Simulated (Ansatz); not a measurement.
H₂ beside C₂H₆O: one fragment in the basis of the whole pair (the partner's atoms are ghosts).

The input file, in.yaml:

```yaml
crystal:
  periodic: [false, false, false]
  atoms:
    - {symbol: H, position_ang: [0.541125, -0.650539, -3.472908]}
    - {symbol: H, position_ang: [0.348820, -0.861532, -2.780989]}
basis:
  gaussian:
    orbitals: "def2-TZVPPD.json"
    ghost_atoms:
      - {symbol: C, position_ang: [-0.210867, 0.551070, 1.514920]}
      - {symbol: C, position_ang: [0.332747, 0.086947, 0.181653]}
      - {symbol: O, position_ang: [-0.365171, -1.028911, -0.336022]}
      - {symbol: H, position_ang: [0.381594, 1.382097, 1.906544]}
      - {symbol: H, position_ang: [-0.191065, -0.262504, 2.243017]}
      - {symbol: H, position_ang: [-1.244221, 0.898953, 1.418806]}
      - {symbol: H, position_ang: [1.369174, -0.241572, 0.287829]}
      - {symbol: H, position_ang: [0.329568, 0.916014, -0.539808]}
      - {symbol: H, position_ang: [-1.291807, -0.790024, -0.423041]}
hamiltonian: {xc: {name: wB97M-V}}
```

The basis file named in the input lies beside it (Basis Set Exchange, JSON).

Run by:

```bash
ansatz run in.yaml --threads 4 --pin off --events-out ev --progress --plain --max-ram 9574MiB
```

What Ansatz 0.2.0 printed:

```
Functional definition: wB97M-V
  name "wB97M-V"
  cite "Mardirossian & Head-Gordon, J. Chem. Phys. 144, 214110 (2016) doi:10.1063/1.4952647"
  cite "Becke, J. Chem. Phys. 107, 8554 (1997) doi:10.1063/1.475007"
  cite "Vydrov & Van Voorhis, J. Chem. Phys. 133, 244103 (2010) doi:10.1063/1.3521275"
  # Of w^i u^j: cxij and so on, Table III.
  parameter omega = 0.3/bohr
  parameter cx = 0.15
  parameter cx01 = 1.007
  parameter cx10 = 0.259
  parameter css00 = 0.443
  parameter css04 = -1.437
  parameter css10 = -4.535
  parameter css20 = -3.390
  parameter css43 = 4.278
  parameter cos00 = 1.000
  parameter cos10 = 1.358
  parameter cos20 = 2.924
  parameter cos21 = -8.812
  parameter cos60 = -1.390
  parameter cos61 = 9.142
  parameter b = 6.0
  parameter c = 0.01
  gx(w, u) = 1 - cx + cx01*u + cx10*w
  gss(w, u) = css00 + css04*u^4 + css10*w + css20*w^2 + css43*w^4*u^3
  gos(w, u) = cos00 + cos10*w + (cos20 + cos21*u)*w^2 + (cos60 + cos61*u)*w^6
  exchange = spin_sum(e_x_unif_sr(omega)*gx(b97_w, b97_u_x)) + cx*exact_x_sr(omega) + exact_x_lr(omega)
  correlation = spin_sum(e_c_pw_mod_same_spin*gss(b97_w, b97_u_same))
      + integral(e_c_pw_mod_opposite_spin*gos(b97_w_opposite, b97_u_opposite)) + vv10(b, c)
924 factors; their error is unknown
351 factors; integrals over basis functions are off by at most 4.1e-5 eV
mean field evaluation 1: about -31.5773 eV, gradient 3.7e0 eV
mean field evaluation 2: about -31.6043 eV, gradient 2.5e-1 eV
mean field evaluation 4: about -31.6048 eV, gradient 2.5e-1 eV
mean field evaluation 8: about -31.6022 eV, gradient 6.1e-4 eV
mean field -31.60217114 eV, -1.1613583688 hartree, gradient 2.9e-6 eV, S^2 0.000000; 0 other end points of the search recorded, 0 dependent functions left out
reference -31.60220081 eV, -1.1613594589 hartree; 1, 1 occupied and 249, 249 virtual orbitals, 924 factors
Total energy: -31.60220081 eV, -1.1613594589 hartree
```

The lines “mean field evaluation” count trial sets of orbitals through the whole run, from several starts and some on an approximate energy, so they need not fall steadily or lie above the final value.

Hardware: 4 CPU threads of an AMD EPYC 9R45, shared host. Wall time about 1.1 s.
